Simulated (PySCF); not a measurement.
## Au²⁺ (gold, charge +2) across methods

[Xe] 4f14 5d8 6s1, high-spin 4F determinant (an excited configuration). Computed with PySCF 2.14 in x2c-TZVPPall (11s7p7d3f1g, 97 functions), with the spin-free X2C one-electron Hamiltonian (Gaussian nucleus).

```json
{"method": "r2SCAN0", "E (hartree)": "-19013.11", "mean ε 5d α (eV)": "-33.383", "mean ε 5d β (eV)": "-31.629", "mean ε 6s α (eV)": "-25.824", "Σ⟨r²⟩ (bohr²)": "45.03", "⟨S²⟩": "3.752"}
{"method": "LDA", "E (hartree)": "-19001.59", "mean ε 5d α (eV)": "-31.177", "mean ε 5d β (eV)": "-29.660", "mean ε 6s α (eV)": "-25.065", "Σ⟨r²⟩ (bohr²)": "45.31", "⟨S²⟩": "3.750"}
{"method": "PBE0", "E (hartree)": "-19013.06", "mean ε 5d α (eV)": "-32.992", "mean ε 5d β (eV)": "-31.301", "mean ε 6s α (eV)": "-25.529", "Σ⟨r²⟩ (bohr²)": "45.13", "⟨S²⟩": "3.751"}
{"method": "PBEsol", "E (hartree)": "-19007.58", "mean ε 5d α (eV)": "-31.011", "mean ε 5d β (eV)": "-29.423", "mean ε 6s α (eV)": "-24.783", "Σ⟨r²⟩ (bohr²)": "45.25", "⟨S²⟩": "3.751"}
{"method": "r2SCAN", "E (hartree)": "-19013.34", "mean ε 5d α (eV)": "-31.512", "mean ε 5d β (eV)": "-29.841", "mean ε 6s α (eV)": "-25.010", "Σ⟨r²⟩ (bohr²)": "45.09", "⟨S²⟩": "3.752"}
{"method": "PBE", "E (hartree)": "-19013.30", "mean ε 5d α (eV)": "-30.977", "mean ε 5d β (eV)": "-29.415", "mean ε 6s α (eV)": "-24.701", "Σ⟨r²⟩ (bohr²)": "45.27", "⟨S²⟩": "3.751"}
{"method": "BLYP", "E (hartree)": "-19014.34", "mean ε 5d α (eV)": "-30.725", "mean ε 5d β (eV)": "-29.338", "mean ε 6s α (eV)": "-24.634", "Σ⟨r²⟩ (bohr²)": "45.42", "⟨S²⟩": "3.750"}
{"method": "UHF", "E (hartree)": "-19007.66098", "mean ε 5d α (eV)": "-37.994", "mean ε 5d β (eV)": "-35.822", "mean ε 6s α (eV)": "-27.302", "Σ⟨r²⟩ (bohr²)": "45.12", "⟨S²⟩": "3.753"}
```

Spin-orbit coupling, absent here, splits the open shell strongly.
